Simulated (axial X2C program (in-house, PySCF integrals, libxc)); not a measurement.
Outer orbitals of MoC⁺ at 1.620 Å, PBE0

Calculated with an in-house relativistic program for diatomic molecules. Spin-free means the one-electron spin-free X2C Hamiltonian; two-component (2c) means X2C with spin–orbit coupling and atomic mean-field two-electron Coulomb and Gaunt terms, so the difference of the two also holds small scalar two-electron terms. Basis: Mo dyall-cv3z [11s12p9d5f3g], C dyall-v3z [7s6p2d1f] (cores contracted in-house); Gaussian nuclei, density fitting, unrestricted open shells. Masses: Mo 97.905 u, C 12.000 u.

The distance is close to the 2c PBE0 minimum; the highest filled and lowest empty levels are listed.

Spin-free orbitals, state M_S = 1/2, Λ = 2 (beyond evenly filled blocks: δ+α) (Löwdin shares):

```csv
symmetry,occupied,ε (eV),atomic character
σβ,yes,-21.06,"51% C s, 27% Mo d, 9% Mo p"
σα,yes,-20.71,"48% C s, 31% Mo d, 9% Mo p"
π+α,yes,-14.83,"65% Mo d, 30% C p, 2% C d"
π-α,yes,-14.74,"64% Mo d, 31% C p, 2% C d"
π+β,yes,-14.53,"57% Mo d, 37% C p"
π-β,yes,-14.53,"57% Mo d, 37% C p"
δ+α,yes,-13.90,99% Mo d
σα,yes,-13.71,"46% Mo d, 24% C p, 13% C s"
σβ,yes,-13.67,"40% Mo d, 38% C p, 10% C s"
δ-α,no,-10.54,99% Mo d
δ+β,no,-9.37,99% Mo d
δ-β,no,-9.37,99% Mo d
σα,no,-9.15,"53% Mo s, 25% C p, 14% Mo p"
```

Spinors with spin–orbit coupling (state Ω = 3/2):

| ω | occupied | ε (eV) | atomic character | λ mixture |
| --- | --- | --- | --- | --- |
| 1/2 | yes | -21.05 | 50% C s, 27% Mo d, 9% Mo p | 100% σ |
| -1/2 | yes | -20.70 | 48% C s, 31% Mo d, 9% Mo p | 100% σ |
| 1/2 | yes | -14.86 | 65% Mo d, 30% C p, 2% C d | 100% π |
| -3/2 | yes | -14.71 | 64% Mo d, 31% C p, 2% C d | 100% π |
| -1/2 | yes | -14.55 | 57% Mo d, 37% C p | 100% π |
| 3/2 | yes | -14.51 | 58% Mo d, 37% C p | 98% π, 2% δ |
| 3/2 | yes | -13.97 | 98% Mo d | 98% δ, 2% π |
| -1/2 | yes | -13.70 | 46% Mo d, 24% C p, 13% C s | 100% σ |
| 1/2 | yes | -13.66 | 40% Mo d, 37% C p, 10% C s | 100% σ |
| -5/2 | no | -10.45 | 99% Mo d | 100% δ |
| -3/2 | no | -9.44 | 99% Mo d | 100% δ |
| 5/2 | no | -9.29 | 99% Mo d | 100% δ |
| -1/2 | no | -9.14 | 53% Mo s, 25% C p, 14% Mo p | 100% σ |

Problem. How does the gap between the highest filled and lowest empty level change from the spin-free to the 2c table?

Solution. From 3.13 to 3.21 eV at PBE0, a change of 0.08 eV.

Mulliken charges and populations of the two-component result (they depend on the basis, above all on diffuse functions):

Mo 1.01 e (s 8.14 p 18.05 d 14.76 f 0.03), C -0.01 e (s 3.77 p 2.16 d 0.07 f 0.01). ⟨Lz⟩ = 2.00 ħ and ⟨Sz⟩ = -0.50 ħ (-0.66 and 0.16 on the two atoms), which add up to Ω.

Occupations by symmetry block were frozen at the best pattern of an incomplete PBE0 search. Density functionals use the spin component along the axis (collinear). Other states lie close and PBE0, whose exact exchange favours high spin, may order them wrongly; the determinant shown need not be the ground state. The nearest other spin-free determinant of the search, M_S = 3/2, Λ = 0, lies 0.19 eV up at the distance of the search. The functionals have no current-density term, which raises determinants with orbital currents, atoms included. The determinant is spin-polarised beyond a pure state at some levels (its spin-free form has ⟨S²⟩ too high), which makes Re and μ there less reliable.
